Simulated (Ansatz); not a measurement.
Harmonic frequencies (cm⁻¹) at PBE0-D4/def2-TZVP from Ansatz: 121, 216, 408, 503, 608, 644, 669, 1975, 1991.

**Question.** Which molecule is it?
A. `[F][SnH2][I]`
B. `[Br][SnH3]`
C. `[F][Sn]([F])([Cl])[I]`
D. `[Br][SnH2][Br]`

**Answer.** A.
